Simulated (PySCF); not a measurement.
## UHF on C⁺ (carbon, charge +1)

Configuration: [He] 2s2 2p1, 2P determinant. All numbers are calculated (PySCF 2.14, the non-relativistic Hamiltonian (point nucleus), in aug-cc-pV5Z (7s6p5d4f3g2h, 127 functions)).

| Quantity | Value |
| --- | --- |
| Total energy | -37.296785 hartree |
| One-electron energy | -47.5725 hartree |
| Hartree (Coulomb) energy | 15.0221 hartree |
| Exchange energy | -4.7464 hartree |
| Kinetic energy | 37.29684 hartree |
| ⟨S²⟩ | 0.7567 |
| ⟨L²⟩ | 2.017 |
| Sum of ⟨r⟩ | 4.957 bohr |
| Sum of ⟨r²⟩ | 8.051 bohr² |
| Traceless quadrupole moment −½Σ⟨3z² − r²⟩ along its main axis | -1.09 e·bohr² |
| Density at the nucleus (Gaussians lack the cusp) | 127 bohr⁻³ |
| Spin density at the nucleus | 0.0336 bohr⁻³ |
| Langevin diamagnetic susceptibility | -6.38 ×10⁻⁶ cm³/mol |

| shell | electrons | mean orbital energy (eV) | rms radius, mean of both spins (bohr) |
| --- | --- | --- | --- |
| 1s α | 1 | -324.16 | 0.311 |
| 1s β | 1 | -323.35 | 0.311 |
| 2s α | 1 | -33.306 | 1.61 |
| 2s β | 1 | -29.588 | 1.61 |
| 2p α | 1 | -24.883 | 1.63 |

Spin-orbit constants ζ (cm⁻¹) from the X2C one-electron operator on these orbitals (non-relativistic here): bare nucleus, nucleus screened by l(l+1)(2l+1)/3 electrons, and screened by the Breit-Pauli mean field of the electrons.

```csv
shell,bare,screened nucleus,mean field
2p,78.09,52.06,42.31
```

To first order the Landé constant is A = 42.31 cm⁻¹, so the lowest level has J = 1/2 and lies 0.00525 eV below the centre of the term.
